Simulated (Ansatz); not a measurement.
(H3Sn)2S (Sn2H6S), 9 atoms. Hardware: 4 threads of Arm Neoverse V1 on a shared host.

In the def2 sets Sn takes a core potential; there is no spin–orbit coupling.

Task: How many basis functions does each of these Ansatz runs have, and roughly what does it cost? PBE-D4/def2-SVP, charge 0 singlet, energy, from earlier orbitals; B3LYP-D4/def2-TZVP, charge 0 singlet, energy, from earlier orbitals; r2SCAN-D4/def2-TZVP, charge 1 doublet at the geometry of the charge 0 singlet, energy, from earlier orbitals; PBE0-D4/def2-SVP, charge 1 doublet at the geometry of the charge 0 singlet, energy with a search over starts; PBE0-D4/def2-TZVP, charge 0 triplet at the geometry of the charge 0 singlet, energy; LDA (SPW92)/def2-TZVP, charge 0 singlet, energy, from earlier orbitals; HF/STO-3G, charge 0 singlet, energy; PBE-D4/def2-TZVP, charge 0 triplet at the geometry of the charge 0 singlet, energy, from earlier orbitals; r2SCAN-D4/def2-TZVP, charge 0 singlet, energy, from earlier orbitals; PBE-D4/def2-TZVP, charge 0 singlet, energy and forces, from earlier orbitals; r2SCAN-D4/def2-TZVP, charge 0 triplet at the geometry of the charge 0 singlet, energy, from earlier orbitals; BLYP-D4/def2-TZVP, charge 0 singlet, energy, from earlier orbitals.

Result: Other jobs shared the machine, so times can vary by a factor of up to 3. A dash marks memory too small to be measured apart from the calling script's.

```json
{"run": "HF/STO-3G, charge 0 singlet, energy", "functions": "69", "fitting or Cholesky vectors": "901", "wall time": "0.6 s", "peak host memory (GiB)": "–"}
{"run": "PBE-D4/def2-SVP, charge 0 singlet, energy, from earlier orbitals", "functions": "100", "fitting or Cholesky vectors": "1135", "wall time": "0.85 s", "peak host memory (GiB)": "–"}
{"run": "LDA (SPW92)/def2-TZVP, charge 0 singlet, energy, from earlier orbitals", "functions": "173", "fitting or Cholesky vectors": "1301", "wall time": "1 s", "peak host memory (GiB)": "–"}
{"run": "BLYP-D4/def2-TZVP, charge 0 singlet, energy, from earlier orbitals", "functions": "173", "fitting or Cholesky vectors": "1301", "wall time": "1.8 s", "peak host memory (GiB)": "–"}
{"run": "PBE-D4/def2-TZVP, charge 0 singlet, energy and forces, from earlier orbitals", "functions": "173", "fitting or Cholesky vectors": "1301", "wall time": "2 s", "peak host memory (GiB)": "–"}
{"run": "B3LYP-D4/def2-TZVP, charge 0 singlet, energy, from earlier orbitals", "functions": "173", "fitting or Cholesky vectors": "1399", "wall time": "2.6 s", "peak host memory (GiB)": "–"}
{"run": "PBE0-D4/def2-SVP, charge 1 doublet at the geometry of the charge 0 singlet, energy with a search over starts", "functions": "100", "fitting or Cholesky vectors": "1148", "wall time": "3 s", "peak host memory (GiB)": "–"}
{"run": "PBE-D4/def2-TZVP, charge 0 triplet at the geometry of the charge 0 singlet, energy, from earlier orbitals", "functions": "173", "fitting or Cholesky vectors": "1301", "wall time": "3.4 s", "peak host memory (GiB)": "–"}
{"run": "r2SCAN-D4/def2-TZVP, charge 0 singlet, energy, from earlier orbitals", "functions": "173", "fitting or Cholesky vectors": "1301", "wall time": "3.8 s", "peak host memory (GiB)": "–"}
{"run": "PBE0-D4/def2-TZVP, charge 0 triplet at the geometry of the charge 0 singlet, energy", "functions": "173", "fitting or Cholesky vectors": "1457", "wall time": "7 s", "peak host memory (GiB)": "0.65"}
{"run": "r2SCAN-D4/def2-TZVP, charge 1 doublet at the geometry of the charge 0 singlet, energy, from earlier orbitals", "functions": "173", "fitting or Cholesky vectors": "1301", "wall time": "8.5 s", "peak host memory (GiB)": "–"}
{"run": "r2SCAN-D4/def2-TZVP, charge 0 triplet at the geometry of the charge 0 singlet, energy, from earlier orbitals", "functions": "173", "fitting or Cholesky vectors": "1301", "wall time": "8.5 s", "peak host memory (GiB)": "–"}
```
